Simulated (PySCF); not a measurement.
MoO₂Br, doublet: molecular constants

Level of theory: UPBE0/[Mo def2-TZVP with ECP28, O def2-TZVP, Br def2-TZVP], scalar-relativistic core potentials, density fitting, no spin–orbit coupling, PySCF.

The structure is a saddle point with 1 imaginary mode.

Z-matrix (Å, degrees; charge 0 multiplicity 2):
```
Mo
O  1 1.6767
O  1 1.6767 2 113.04
Br 1 2.4139 2 123.48 3 180.00
```

```json
{
 "Point group": "C2v",
 "Bond lengths": "Mo–Br 2.414 Å, Mo–O 1.677 Å (×2)",
 "Bond angles": "Br–Mo–O 123.5° (×2), O–Mo–O 113.0°",
 "Dipole moment": "1.53 D",
 "Zero-point energy (real modes)": "17.0 kJ/mol",
 "Principal quadrupole moments (Buckingham, traceless) about the centre of mass": "-4.13, -3.82, 7.95 D Å",
 "Highest occupied level (α)": "-7.82 eV",
 "Spin squared ⟨S²⟩": "0.762",
 "Lowest empty level (α)": "-4.17 eV",
 "Rotational constants": "0.2695, 0.04641, 0.03959 cm⁻¹",
 "Principal polarisabilities": "45.9, 57.3, 79.8 bohr³",
 "Atomisation energy without zero-point energy": "1479 kJ/mol"
}
```

Harmonic modes (masses in u: Mo 97.905, O 15.995, Br 78.918):
```tsv
symmetry	ω (cm⁻¹)	IR (km/mol)	type
b1	84i	–	bend
b2	141	3.5	bend
a1	250	11.2	mixed
a1	387	15.8	bend
b2	1010	230	stretch
a1	1058	118	stretch
```

In C2v the vibrations span b1 + 2b2 + 3a1. Here b1 is antisymmetric to the molecular plane and b2 lies in it.

Charges (e):
| atom | Mulliken | Löwdin | polar tensor | spin (Mulliken) | Mayer order to Mo1 |
| --- | --- | --- | --- | --- | --- |
| Mo1 | 1.42 | 0.46 | 1.80 | 1.09 | – |
| O2,3 | -0.54 | -0.27 | -0.68 | -0.02 | 1.97 |
| Br4 | -0.35 | 0.08 | -0.45 | -0.05 | 1.01 |

Mulliken populations on Mo1 (electrons outside its core potential): s 2.35, p 6.23, d 3.93, f 0.07.

This need not be the most stable arrangement of these atoms. With open d or f shells other occupations or spin states may lie lower. At this level a doublet minimum of Cs symmetry lies 4 kJ/mol below this structure.

The final relaxation and frequency run took 100 s on 4 threads of a shared Arm Neoverse V2 host, with 150 basis functions and 14 gradients; the process peaked at 1.6 GiB.
